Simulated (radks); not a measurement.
All-electron atom: Bi2+ in [Hg] 6p1.

All-electron calculation, Dirac Kohn-Sham, BLYP, spin-unpolarised, spherical densities, finite nucleus; open shells are shared between the two j in proportion to 2j + 1; Fermi nuclear charge, rms radius 5.5211 fm. Program: a radial shooting solver on a logarithmic mesh with Libxc functionals.

Energy parts (hartree):
total: -21575.1159
kinetic: 25201.0764
electron-nucleus: -54621.3988
Hartree: 8244.3397
exchange-correlation: -399.1332

Orbitals (lengths in bohr, moments of r in powers of bohr; r(90%) holds 90 % of the orbital's charge):
[
 {"orbital": "1s1/2", "occ.": "2", "eigenvalue (hartree)": "-3324.971", "r(90%)": "0.0290", "small-component weight": "1.00e-01"},
 {"orbital": "2s1/2", "occ.": "2", "eigenvalue (hartree)": "-597.4527", "r(90%)": "0.103", "small-component weight": "2.32e-02"},
 {"orbital": "2p1/2", "occ.": "2", "eigenvalue (hartree)": "-574.3563", "r(90%)": "0.0902", "small-component weight": "2.34e-02"},
 {"orbital": "2p3/2", "occ.": "4", "eigenvalue (hartree)": "-489.0962", "r(90%)": "0.102", "small-component weight": "2.05e-02"},
 {"orbital": "3s1/2", "occ.": "2", "eigenvalue (hartree)": "-144.6783", "r(90%)": "0.252", "small-component weight": "7.83e-03"},
 {"orbital": "3p1/2", "occ.": "2", "eigenvalue (hartree)": "-134.1727", "r(90%)": "0.244", "small-component weight": "7.79e-03"},
 {"orbital": "3p3/2", "occ.": "4", "eigenvalue (hartree)": "-115.0842", "r(90%)": "0.266", "small-component weight": "6.95e-03"},
 {"orbital": "3d3/2", "occ.": "4", "eigenvalue (hartree)": "-97.75548", "r(90%)": "0.240", "small-component weight": "6.84e-03"},
 {"orbital": "3d5/2", "occ.": "6", "eigenvalue (hartree)": "-93.70772", "r(90%)": "0.247", "small-component weight": "6.61e-03"},
 {"orbital": "4s1/2", "occ.": "2", "eigenvalue (hartree)": "-33.68566", "r(90%)": "0.541", "small-component weight": "2.71e-03"},
 {"orbital": "4p1/2", "occ.": "2", "eigenvalue (hartree)": "-29.10541", "r(90%)": "0.548", "small-component weight": "2.62e-03"},
 {"orbital": "4p3/2", "occ.": "4", "eigenvalue (hartree)": "-24.39995", "r(90%)": "0.597", "small-component weight": "2.29e-03"},
 {"orbital": "4d3/2", "occ.": "4", "eigenvalue (hartree)": "-16.92266", "r(90%)": "0.620", "small-component weight": "2.09e-03"},
 {"orbital": "4d5/2", "occ.": "6", "eigenvalue (hartree)": "-16.04437", "r(90%)": "0.635", "small-component weight": "2.01e-03"},
 {"orbital": "4f5/2", "occ.": "6", "eigenvalue (hartree)": "-6.33989", "r(90%)": "0.693", "small-component weight": "1.65e-03"},
 {"orbital": "4f7/2", "occ.": "8", "eigenvalue (hartree)": "-6.13807", "r(90%)": "0.703", "small-component weight": "1.62e-03"},
 {"orbital": "5s1/2", "occ.": "2", "eigenvalue (hartree)": "-6.41507", "r(90%)": "1.18", "small-component weight": "7.46e-04"},
 {"orbital": "5p1/2", "occ.": "2", "eigenvalue (hartree)": "-4.82395", "r(90%)": "1.27", "small-component weight": "6.59e-04"},
 {"orbital": "5p3/2", "occ.": "4", "eigenvalue (hartree)": "-3.91533", "r(90%)": "1.40", "small-component weight": "5.55e-04"},
 {"orbital": "5d3/2", "occ.": "4", "eigenvalue (hartree)": "-1.69203", "r(90%)": "1.81", "small-component weight": "3.66e-04"},
 {"orbital": "5d5/2", "occ.": "6", "eigenvalue (hartree)": "-1.58076", "r(90%)": "1.87", "small-component weight": "3.43e-04"},
 {"orbital": "6s1/2", "occ.": "2", "eigenvalue (hartree)": "-1.12424", "r(90%)": "2.99", "small-component weight": "1.29e-04"},
 {"orbital": "6p1/2", "occ.": "0.333333", "eigenvalue (hartree)": "-0.77889", "r(90%)": "3.57", "small-component weight": "9.11e-05"},
 {"orbital": "6p3/2", "occ.": "0.666667", "eigenvalue (hartree)": "-0.68014", "r(90%)": "3.94", "small-component weight": "7.43e-05"}
]

The highest occupied level is 6p3/2 at -18.507 eV. For comparison, the ionisation energy in NIST's Atomic Spectra Database is 25.571 eV (measured). In exact Kohn-Sham theory the highest level is minus the ionisation energy, but local and semilocal functionals leave it too shallow, through self-interaction and a potential that decays too fast; potentials with the right tail come closer. The density falls to 0.001 e/bohr^3 at r = 3.93 bohr. Summed over all electrons, <r^2> = 49.80 bohr^2, which gives a Langevin (diamagnetic) susceptibility term of -39.4 x 10^-6 cm^3/mol.

Beside tabulated values, note that spin-unpolarised runs miss the spin-polarisation part of the exchange energy of open shells.
